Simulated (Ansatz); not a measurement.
One change: `[SiH3]NPS` becomes `OPN[SiH3]`.

Ansatz, PBE0-D4/def2-TZVP geometries, multiplicity 1. Each molecule was computed in one conformer, which needn't be the lowest.

```csv
property,`[SiH3]NPS`
size of the dipole moment (ωB97M-V/def2-TZVPP) / D,1.58
HOMO energy (ωB97M-V/def2-TZVPP) / eV,-9.19
HOMO–LUMO gap (PBE0/def2-TZVPP) / eV,6.85
size of the dipole moment (B3LYP/def2-TZVPP) / D,1.56
zero-point energy (PBE0-D4/def2-TZVP) / kJ/mol,161.4
HOMO–LUMO gap (ωB97M-V/def2-TZVPP) / eV,10.66
```

(1) What does the change do to each property? (Best estimate.)

Answers

(1) Ansatz gave: 
| property | `OPN[SiH3]` | shift |
| --- | --- | --- |
| size of the dipole moment (ωB97M-V/def2-TZVPP) / D | 0.67 | -0.91 |
| HOMO energy (ωB97M-V/def2-TZVPP) / eV | -9.25 | -0.06 |
| HOMO–LUMO gap (PBE0/def2-TZVPP) / eV | 6.98 | 0.13 |
| size of the dipole moment (B3LYP/def2-TZVPP) / D | 0.69 | -0.87 |
| zero-point energy (PBE0-D4/def2-TZVP) / kJ/mol | 173.4 | 12.0 |
| HOMO–LUMO gap (ωB97M-V/def2-TZVPP) / eV | 10.88 | 0.22 |

With PBE0 the HOMO rises by 0.05 eV and the LUMO rises by 0.19 eV, so the gap widens by about 0.14 eV. PBE moves the HOMO by 0.15 eV and ωB97M-V by -0.06 eV. Dipoles are sizes alone; their direction can turn.

B3LYP here is the variant with VWN-RPA as its local correlation; programs differ in this.
